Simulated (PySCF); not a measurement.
## How methods differ on the ionisation energy of Ru²⁸⁺

Ru²⁸⁺ [Ne] 3s2 3p4 (3P) → Ru²⁹⁺ [Ne] 3s2 3p3 (4S), as a difference of total energies. Calculation: PySCF 2.14, in an uncontracted even-tempered set (18 s from 3.4 bohr⁻², ratio 2.5; 12 p from 4.4 bohr⁻², ratio 2.5; 5 d from 21 bohr⁻², ratio 2.7; 4 f from 32 bohr⁻², ratio 2.7); scalar relativity by spin-free X2C-1e. Correlated levels: outer shells: 1s2 frozen; virtual orbitals above 40 to 60 times the deepest correlated orbital energy dropped. The calculations carry no spin-orbit coupling.

| method | ionisation energy (eV) |
| --- | --- |
| UHF | 1579.1 |
| MP2 (outer shells) | 1580.1 |
| SCS-MP2 (outer shells) | 1580.2 |
| CCSD (outer shells) | 1580.1 |
| CCSD(T) (outer shells) | 1580.1 |

Spin-orbit coupling is strong in these open shells (close to jj coupling). The scalar numbers leave it out and a first-order estimate fails, so it can dominate the gap to the real levels.

Breit and QED terms and the two-electron picture change are absent.

For comparison: 1577 ± 2.1 eV (semi-empirical (NIST evaluation); NIST Atomic Spectra Database, ionization energies).
